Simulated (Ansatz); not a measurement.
Li₄O₂⁻. Total charge -1; quartet. Geometry r2SCAN-D4/def2-TZVPD; atoms count from 1.

Cartesian coordinates in Å:
```
Li 0.1060 -1.2658 2.4325
Li -0.6799 1.0489 0.3729
Li 1.5533 1.2153 -1.9081
Li -0.4034 -1.0154 -0.7149
O 0.0750 0.6307 -1.1797
O -0.6510 -0.6137 0.9974
```

The highest occupied level of the charge -1 quartet lies above zero (up to 0.29 eV). It is a level of α spin, whose loss leaves a triplet; that state wasn't run at this geometry and level. The electron is either unbound and held by the finite basis, or the level is raised by self-interaction error. At PBE0-D4/def2-TZVPD a doublet of charge -1 lies 1.57 eV below the quartet, each at its own geometry. The structure comes from a short search, and lower isomers may exist.

**Question.** Estimate the Mulliken populations from the PBE0/def2-TZVPD orbitals of Ansatz.

**Answer.** 
```csv
atom,charge (e),spin (α − β)
Li1,0.08,0.79
Li2,0.49,0.31
Li3,0.08,0.79
Li4,0.49,0.31
O5,-1.07,0.40
O6,-1.07,0.40
```
Mulliken values and Mayer orders depend strongly on the basis. With diffuse functions, as here, like atoms can get unlike values, and bond orders can come out too low or too high.

**Question.** Where does the spin sit?

**Answer.** Summed by element: Li 2.21, O 0.79, of 3 unpaired in all. Largest on single atoms: Li3 0.79, Li1 0.79, O5 0.40.
